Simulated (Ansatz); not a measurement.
Caution, from a PySCF single point (PBE0-D3(BJ)/def2-TZVP) at this geometry: the restricted solution is unstable towards spin-unrestricted or complex orbitals, so a lower solution exists and this singlet may not be the ground state. This singlet is an excited state, 0.35 eV above the relaxed triplet at the level frozen-core CCSD(T)/cc-pVTZ // PBE0-D3(BJ)/def2-TZVP (Ansatz, a first-principles code).

A geometry relaxed with PBE0-D3(BJ)/def2-TZVP (Ansatz), charge 0, multiplicity 1:

```xyz
6

C      1.1908    -0.7223     0.2105
H     -1.2773    -0.9647    -0.8115
Si    -0.5502     0.0176     0.0358
H     -1.0998    -0.0227     1.4172
H     -0.6675     1.3892    -0.5346
Cl     2.4039     0.3028    -0.3173
```

Task: Write the SMILES of this molecule.

Result: `[SiH3][C]Cl`
